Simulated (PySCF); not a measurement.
C6H4N4.
Cartesian coordinates in Å at the GFN2-xTB level; atoms count from 1:
```xyz
14
C6H4N4 angstrom
C      2.7696    0.5767    1.2262
C      2.1822   -0.0395    0.3860
C      1.4108   -0.7653   -0.6052
N      0.0449   -0.3028   -0.6348
C     -0.8028   -0.1317    0.3974
C     -1.9695    0.3212   -0.2001
C     -3.1892    0.6592    0.4101
N     -4.1739    0.9267    0.9308
N     -1.7442    0.3893   -1.5383
N     -0.5537    0.0208   -1.7773
H      3.3109    1.1093    1.9500
H      1.4338   -1.8389   -0.3772
H      1.8220   -0.6043   -1.6066
H     -0.5416   -0.3214    1.4168
```

Computed at PBE0/pcSseg-1 (PySCF, non-relativistic), with Q(14N) = 0.02044 b: N4, 14N (I = 1): χzz = -2.883 MHz, η = 0.300; N8, 14N (I = 1): χzz = -4.741 MHz, η = 0.183; N9, 14N (I = 1): χzz = -5.304 MHz, η = 0.054; N10, 14N (I = 1): χzz = -5.098 MHz, η = 0.590.

Task: Find the zero-field quadrupole resonance frequencies of 14N at N4.

Result: From ν± = (3/4)|χ|(1 ± η/3) and ν0 = |χ|η/2: ν+ 2.378 MHz, ν− 1.946 MHz, ν0 0.433 MHz (pyrrole-type nitrogen).

Task: Find the zero-field quadrupole resonance frequencies of 14N at N8.

Result: From ν± = (3/4)|χ|(1 ± η/3) and ν0 = |χ|η/2: ν+ 3.772 MHz, ν− 3.339 MHz, ν0 0.433 MHz (nitrile nitrogen).

Task: Where would the pure quadrupole (NQR) lines of 14N at N9 fall for the rigid, isolated species?

Result: From ν± = (3/4)|χ|(1 ± η/3) and ν0 = |χ|η/2: ν+ 4.050 MHz, ν− 3.906 MHz, ν0 0.144 MHz (pyridine-type nitrogen).

Task: Find the zero-field quadrupole resonance frequencies of 14N at N10.

Result: From ν± = (3/4)|χ|(1 ± η/3) and ν0 = |χ|η/2: ν+ 4.575 MHz, ν− 3.072 MHz, ν0 1.504 MHz (pyridine-type nitrogen).

In a crystal, neighbours and librations shift these lines. GFN2-xTB bond lengths can be off by several hundredths of an ångström, more for odd bonds, and the gradients follow them. The small basis limits the accuracy of the gradients.

The run behind these numbers computed NMR shieldings as well. The run took about 70 s of CPU time (one thread, shared machine).

One conformer stands for the species.
